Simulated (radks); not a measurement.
Species: Ne+. Configuration: 1s1 2s2 2p6 (not the ground configuration). Method: scalar-relativistic Kohn-Sham, PBE, spin-polarised, spherical densities, point nucleus; open shells are filled with parallel spins first; computed with a radial shooting solver on a logarithmic mesh with Libxc functionals. Some entries of the table are withheld. Estimate them.

orbital  occ.  eigenvalue (Ry)  <r^2> (bohr^2)
1s up       1        -69.57523         0.03117
1s down     0        -65.74778         0.03276
2s up       1         -4.45180          0.8040
2s down     1         -4.30301          0.8367
2p up       3              (1)          0.8153
2p down     3              (2)          0.8569

Answer. 
(1) 2p up eigenvalue (Ry): -2.76595
(2) 2p down eigenvalue (Ry): -2.66640
